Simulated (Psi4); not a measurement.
A dimer, N2 ··· H3N (SMILES N#N and N); the first 2 atoms form monomer A.

```
6

N      0.5455     0.0000     0.0000
N     -0.5455     0.0000     0.0000
N     -1.4286    -0.3084     2.2193
H     -1.9913    -1.1509     2.1884
H     -2.0598     0.4709     2.3666
H     -0.8330    -0.3732     3.0368
```

What interaction energy does SAPT0/jun-cc-pVDZ, frozen core (Psi4) give, and which attractive term is the largest?

Total 7.83 kcal/mol: electrostatics -9.99, exchange 24.26, induction -3.34, dispersion -3.10. The most attractive term is electrostatics.
